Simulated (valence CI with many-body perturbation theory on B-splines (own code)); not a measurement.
**Energy levels of V16+**

Calculated by relativistic CI+MBPT: five valence electrons over a frozen Dirac-Fock core [He], radial functions for each j: 11 s, 11 p, 10 d, 8 f, 5 g, 2 h, with the one-electron correlation potential Σ1, the two-electron term Σ2, the three-electron term Σ3, Breit, model QED; selected CI, second order for the rest, scaled by the run's own slope (own B-spline code, finite nucleus).

No measured spectrum was set against this ion. As an estimate, levels of excited configurations hold to 0.05 to 0.15 % of their energy, terms of the ground configuration to about 0.5 %. Among the levels kept, up to 5400 cm⁻¹ of a level comes from second order outside the variational space, and about a tenth of that is noise between levels of different J, which matters for small intervals.

Levels 91 to 135 of 202, with energies above the lowest level, 2s²2p³ ⁴S°_3/2. "Leading %" is the weight of the configuration and term that name the level; weights of strongly mixed levels are sums over their largest components and can fall short. In the jj column 3d3/2^4 stands for four electrons in 3d with j = 3/2.

| No. | Configuration | Term | J | E (× 10³ cm⁻¹) | Leading % | Leading jj | Second component | g |
| --- | --- | --- | --- | --- | --- | --- | --- | --- |
| 91 | 2s2p³3d | ⁶D° | 3/2 | 6088.7 | 98 | 2s 2p1/2 2p3/2^2 3d3/2 (46 %) |  | 1.860 |
| 92 | 2s2p³3d | ⁶D° | 5/2 | 6088.9 | 98 | 2s 2p1/2 2p3/2^2 3d3/2 (36 %) |  | 1.651 |
| 93 | 2s2p³3d | ⁶D° | 7/2 | 6089.3 | 98 | 2s 2p1/2 2p3/2^2 3d5/2 (30 %) |  | 1.582 |
| 94 | 2s2p³3d | ⁶D° | 9/2 | 6090.3 | 98 | 2s 2p1/2 2p3/2^2 3d5/2 (53 %) |  | 1.551 |
| 95 | 2s2p³3s | ²P° | 1/2 | 6128.2 | 93 | 2s 2p1/2 2p3/2^2 3s (74 %) |  | 0.674 |
| 96 | 2s2p³3p | ⁴D | 1/2 | 6131.2 | 80 | 2s 2p1/2^2 2p3/2 3p1/2 (39 %) | 16 % 2s2p³3p ²P | 0.164 |
| 97 | 2s2p³3p | ⁴D | 3/2 | 6131.7 | 64 | 2s 2p1/2 2p3/2^2 3p1/2 (51 %) | 17 % 2s2p³3p ²P | 1.197 |
| 98 | 2s2p³3s | ²P° | 3/2 | 6134.4 | 82 | 2s 2p3/2^3 3s (46 %) | 12 % 2s2p³3s ²D° | 1.273 |
| 99 | 2s2p³3p | ⁴D | 5/2 | 6139.9 | 56 | 2s 2p1/2 2p3/2^2 3p1/2 (60 %) | 40 % 2s2p³3p ⁴F | 1.232 |
| 100 | 2s2p³3p | ⁴F | 3/2 | 6145.6 | 66 | 2s 2p1/2^2 2p3/2 3p1/2 (42 %) | 22 % 2s2p³3p ²P | 0.684 |
| 101 | 2s2p³3p | ⁴F | 7/2 | 6149.9 | 50 | 2s 2p1/2 2p3/2^2 3p1/2 (66 %) | 48 % 2s2p³3p ⁴D | 1.326 |
| 102 | 2s2p³3p | ⁴F | 5/2 | 6156.0 | 48 | 2s 2p1/2 2p3/2^2 3p3/2 (37 %) | 45 % 2s2p³3p ⁴D | 1.195 |
| 103 | 2s2p³3p | ²P | 3/2 | 6160.5 | 45 | 2s 2p1/2 2p3/2^2 3p3/2 (61 %) | 31 % 2s2p³3p ⁴D | 1.124 |
| 104 | 2s2p³3p | ⁴D | 7/2 | 6162.8 | 56 | 2s 2p1/2 2p3/2^2 3p3/2 (74 %) | 42 % 2s2p³3p ⁴F | 1.343 |
| 105 | 2s2p³3p | ²P | 1/2 | 6167.9 | 79 | 2s 2p1/2 2p3/2^2 3p3/2 (52 %) | 16 % 2s2p³3p ⁴D | 0.586 |
| 106 | 2s2p³3p | ⁴F | 9/2 | 6168.5 | 99 | 2s 2p1/2 2p3/2^2 3p3/2 (99 %) |  | 1.332 |
| 107 | 2s2p³3p | ²F | 5/2 | 6178.6 | 88 | 2s 2p1/2 2p3/2^2 3p3/2 (41 %) | 5 % 2s2p³3p ²D | 0.896 |
| 108 | 2s2p³3d | ⁴D° | 5/2 | 6178.9 | 97 | 2s 2p1/2 2p3/2^2 3d5/2 (30 %) |  | 1.366 |
| 109 | 2s2p³3d | ⁴D° | 3/2 | 6179.8 | 97 | 2s 2p1/2 2p3/2^2 3d5/2 (40 %) |  | 1.196 |
| 110 | 2s2p³3p | ²F | 7/2 | 6180.0 | 91 | 2s 2p1/2 2p3/2^2 3p3/2 (58 %) | 7 % 2s2p³3p ⁴D | 1.162 |
| 111 | 2s2p³3d | ⁴D° | 7/2 | 6181.3 | 97 | 2s 2p1/2 2p3/2^2 3d5/2 (31 %) |  | 1.424 |
| 112 | 2s2p³3d | ⁴D° | 1/2 | 6181.5 | 99 | 2s 2p1/2 2p3/2^2 3d5/2 (56 %) |  | 0.009 |
| 113 | 2s2p³3p | ⁴P | 3/2 | 6210.5 | 67 | 2s 2p1/2 2p3/2^2 3p3/2 (52 %) | 26 % 2s2p³3p ⁴S | 1.782 |
| 114 | 2s2p³3p | ⁴P | 1/2 | 6217.7 | 96 | 2s 2p1/2^2 2p3/2 3p3/2 (46 %) |  | 2.631 |
| 115 | 2s2p³3p | ⁴P | 5/2 | 6222.3 | 93 | 2s 2p1/2 2p3/2^2 3p1/2 (61 %) | 4 % 2s2p³3p ²D | 1.576 |
| 116 | 2s2p³3p | ²D | 3/2 | 6232.4 | 73 | 2s 2p1/2 2p3/2^2 3p3/2 (50 %) | 19 % 2s2p³3p ²P | 0.922 |
| 117 | 2s2p³3s | ⁴S° | 3/2 | 6237.3 | 87 | 2s 2p1/2 2p3/2^2 3s (59 %) | 8 % 2s2p³3s ²P° | 1.934 |
| 118 | 2s2p³3p | ²D | 5/2 | 6241.3 | 87 | 2s 2p1/2 2p3/2^2 3p3/2 (76 %) | 5 % 2s2p³3p ⁴P | 1.216 |
| 119 | 2s2p³3p | ⁴D | 1/2 | 6255.4 | 82 | 2s 2p1/2 2p3/2^2 3p1/2 (85 %) | 15 % 2s2p³3p ²P | 0.122 |
| 120 | 2s2p³3s | ²D° | 5/2 | 6259.2 | 95 | 2s 2p1/2 2p3/2^2 3s (73 %) |  | 1.209 |
| 121 | 2s2p³3p | ⁴D | 3/2 | 6260.7 | 85 | 2s 2p1/2 2p3/2^2 3p1/2 (48 %) |  | 1.159 |
| 122 | 2s2p³3s | ²D° | 3/2 | 6262.0 | 92 | 2s 2p1/2 2p3/2^2 3s (67 %) | 5 % 2s2p³3s ²P° | 0.829 |
| 123 | 2s2p³3p | ⁴D | 5/2 | 6266.0 | 83 | 2s 2p1/2 2p3/2^2 3p3/2 (40 %) | 7 % 2s2p³3p ⁴F | 1.334 |
| 124 | 2s2p³3s | ²S° | 1/2 | 6266.6 | 81 | 2s 2p1/2 2p3/2^2 3s (60 %) | 15 % 2s2p³3s ²P° | 1.793 |
| 125 | 2s2p³3p | ⁴S | 3/2 | 6268.7 | 66 | 2s 2p1/2 2p3/2^2 3p3/2 (44 %) | 26 % 2s2p³3p ⁴P | 1.886 |
| 126 | 2s2p³3p | ⁴D | 7/2 | 6274.8 | 84 | 2s 2p3/2^3 3p3/2 (59 %) | 7 % 2s2p³3p ⁴F | 1.396 |
| 127 | 2s2p³3p | ²P | 1/2 | 6285.3 | 75 | 2s 2p1/2 2p3/2^2 3p3/2 (45 %) | 16 % 2s2p³3p ⁴D | 0.702 |
| 128 | 2s2p³3p | ⁴P | 1/2 | 6295.6 | 87 | 2s 2p1/2 2p3/2^2 3p1/2 (60 %) | 5 % 2s2p³3p ²P | 2.465 |
| 129 | 2s2p³3p | ⁴P | 3/2 | 6298.0 | 74 | 2s 2p1/2 2p3/2^2 3p3/2 (58 %) | 13 % 2s2p³3p ²D | 1.544 |
| 130 | 2s2p³3p | ⁴P | 5/2 | 6300.1 | 73 | 2s 2p1/2 2p3/2^2 3p3/2 (30 %) | 20 % 2s2p³3p ²D | 1.499 |
| 131 | 2s2p³3p | ²D | 3/2 | 6304.2 | 60 | 2s 2p1/2 2p3/2^2 3p3/2 (55 %) | 18 % 2s2p³3p ⁴P | 1.075 |
| 132 | 2s2p³3p | ²P | 3/2 | 6311.0 | 61 | 2s 2p3/2^3 3p3/2 (45 %) | 34 % 2s2p³3p ²D | 1.147 |
| 133 | 2s2p³3p | ²D | 5/2 | 6316.9 | 67 | 2s 2p3/2^3 3p3/2 (53 %) | 15 % 2s2p³3p ⁴P | 1.255 |
| 134 | 2s2p³3d | ⁴F° | 3/2 | 6336.8 | 96 | 2s 2p1/2 2p3/2^2 3d3/2 (43 %) |  | 0.418 |
| 135 | 2s2p³3d | ⁴F° | 5/2 | 6340.6 | 88 | 2s 2p1/2 2p3/2^2 3d3/2 (54 %) | 8 % 2s2p³3d ⁴G° | 0.999 |

Names give the largest LS component (configuration and term), which can be under half, so a name can repeat, a term be missing and a line seem to break the LS rules; names also repeat where a configuration has a term twice.
